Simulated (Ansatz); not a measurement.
Consider the substitution at a C–Si bond: `C[SiH2]C(F)(F)F` + HCl → `FC(F)(F)Cl` + `C[SiH3]`.

Gas-phase electronic energies from Ansatz, PBE0-D4/def2-TZVP geometries. CCSD(T)/CBS is the MP2 limit (def2-TZVPP, def2-QZVPP) plus CCSD(T) − MP2 in def2-TZVPP, frozen cores. This one scheme is used for every species. Functionals use def2-TZVPP.

`C[SiH2]C(F)(F)F`:

```xyz
11

C    -0.941    1.269    0.257
Si   -0.426   -0.507    0.453
C     1.186   -0.788   -0.577
F     0.997   -0.524   -1.887
F     1.642   -2.050   -0.499
F     2.190    0.014   -0.167
H    -1.850    1.470    0.827
H    -1.137    1.498   -0.792
H    -0.156    1.938    0.616
H    -0.081   -0.858    1.853
H    -1.425   -1.462   -0.084
```

HCl:

Cartesian coordinates in Å:
```
Cl 0.302 0.177 0.535
H -0.302 -0.177 -0.535
```

`FC(F)(F)Cl`:

Cartesian coordinates in Å:
```
F -0.038 1.040 -0.860
C 0.060 0.047 0.007
F 0.103 0.553 1.227
F 1.187 -0.605 -0.222
Cl -1.312 -1.036 -0.153
```

`C[SiH3]`:

Z-matrix (Å, degrees):
```
C
Si 1 1.871
H 1 1.092 2 110.8
H 1 1.092 2 110.8 3 -120.0
H 1 1.092 2 110.8 3 120.0
H 2 1.488 1 110.7 3 -179.9
H 2 1.488 1 110.7 3 -59.9
H 2 1.488 1 110.7 3 60.1
```

```
      level  ΔE (eV)
LDA (SPW92)     0.40
     B2PLYP     0.49
     revPBE     0.43
HF/def2-SVP     0.43
```

**Question.** What does CCSD(T)/CBS give? (Best estimate.)

**Answer.** Ansatz gave: +0.54 eV. The listed levels differ from it by -0.14, -0.05, -0.11, -0.11 eV.

Largest T1 diagnostic among the species: 0.012.

The D4 term adds +0.04 eV with B3LYP and +0.02 eV with PBE0; it sums over pairs of atoms, weighted by their polarisabilities, and B3LYP, whose exchange is more repulsive, gets the larger term. At CCSD(T), def2-SVP lies −0.19 eV from the extrapolated value and def2-TZVPP −0.04 eV. Leaving LDA and LC-ωPBE aside and taking each functional with its dispersion term where it has one, the values, not all of them listed here, spread over 0.13 eV, from B97M-V to BLYP-D4.

B3LYP here is the variant with VWN-RPA as its local correlation; programs differ in this.
